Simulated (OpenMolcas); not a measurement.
**W4+: moving the ligands**

W4+ with 6 ligands (chloride) in octahedral coordination (Oh) at 2.42 Å. A charge of +0.333 e stands 2.6 Å behind each ligand. Ligand basis ANO-RCC-VDZP.
```
W     0.0000    0.0000    0.0000
Cl    2.4200    0.0000    0.0000
Cl    0.0000    2.4200    0.0000
Cl   -2.4200    0.0000    0.0000
Cl    0.0000   -2.4200    0.0000
Cl    0.0000    0.0000    2.4200
Cl    0.0000    0.0000   -2.4200
```

```json
{
  "Program": "OpenMolcas",
  "Method": "CASSCF",
  "Basis": "ANO-RCC-VTZP [8s7p5d3f2g1h]",
  "Scalar Hamiltonian": "DKH2, point nucleus",
  "Active space": "2 electrons in 5 orbitals (5d)",
  "State averaging": "2S+1 = 3 even, 10 roots; 2S+1 = 1 even, 15 roots",
  "Spin-orbit coupling": "RASSI with atomic mean-field integrals over the reference wave functions"
}
```

Runs around this geometry, states (labels of O, the rotations of Oh). Energies in cm-1 above the lowest state or level, χT in cm3 K/mol; under a threefold ground state the first gap can be a small split of the lowest multiplet, not the spin-orbit step; 10Dq and B are least-squares fits to the states below 45000 cm-1, weighted by degeneracy, with a free offset, and given where the rms deviation is under 5 % of |10Dq| (or 100 cm-1) and under 700 cm-1.

| R (Å) | Ground state | First state of that spin | 10Dq | B (rms of fit) | First gap with spin-orbit (degeneracies) | χT at 300 K | First state of another spin |
| --- | --- | --- | --- | --- | --- | --- | --- |
| 2.3 | 3T1 | 3T2 28555 | 28980 | 577 (375) | 179.4 (2, 3) | 0.179 | 1T2 8289 |
| 2.42 | 3T1 | 3T2 23093 | 23570 | 606 (345) | 260.9 (2, 3) | 0.137 | 1T2 8929 |
| 2.55 | 3T1 | 3T2 18351 | 19129 | 600 (438) | 357.2 (2, 3) | 0.100 | 1T2 9457 |

Taking |10Dq| as R^-n, n = -ln(19129 / 28980) / ln(2.55 / 2.3) = 4.0 between the shortest and longest distance. The point-charge formula for a cubic d site gives n = 5.

An orbital triplet at a regular site is open to Jahn-Teller coupling, which can distort the site and quench the lowest spin-orbit gaps and is left out. Without dynamic correlation the repulsion within the d shell is too large (B by tens of per cent), so at a given field states of lower spin stand too high. With metal d orbitals alone the field can be off either way by tens of per cent. Ligand-to-metal charge-transfer states are missing. With no ligand orbital active B as a rule stays too high, so bands that hang on it stand too high and its fall with covalency is understated. The least metal-like active orbital is 65 % on the metal (Löwdin) and no ligand orbital is active, so the numbers are rough (holds for R = 2.3). The least metal-like active orbital is 71 % on the metal (Löwdin) and no ligand orbital is active, so the numbers are rough (holds for R = 2.42). The least metal-like active orbital is 74 % on the metal (Löwdin) and no ligand orbital is active, so the numbers are rough (holds for R = 2.55). No measured value stands beside these numbers; the geometry was imposed, not optimised, and the real ion may take another.
